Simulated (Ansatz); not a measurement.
Computed with Ansatz on PBE0-D4/def2-TZVP structures; ΔE is electronic, products minus reactants. CCSD(T)/CBS is the MP2 limit (def2-TZVPP, def2-QZVPP) plus CCSD(T) − MP2 in def2-TZVPP, frozen cores. Functionals use def2-TZVPP. One conformer a species, not always the lowest.

Consider the cleavage of the Si–Si bond: `O[Si@H](F)[Si@H](O)F` + `S[SiH2]Cl` → `O[SiH](F)S[SiH2]Cl` + `O[SiH2]F`.

```
  level  ΔE (eV)
PBE0-D4    -0.99
   PBE0    -0.95
```

(1) What does CCSD(T)/CBS give? (Best estimate.)

Largest T1 diagnostic among the species: 0.013.

Answers

(1) Computed: -1.08 eV. The listed levels differ from it by 0.09, 0.13 eV.

From PBE to PBE0 (25 % exact exchange), in def2-TZVPP and without D4, ΔE moves by −0.09 eV. The D4 term adds −0.07 eV with B3LYP and −0.04 eV with PBE0; it sums over pairs of atoms, weighted by their polarisabilities, and B3LYP, whose exchange is more repulsive, gets the larger term.

B3LYP here is the variant with VWN-RPA as its local correlation; programs differ in this.
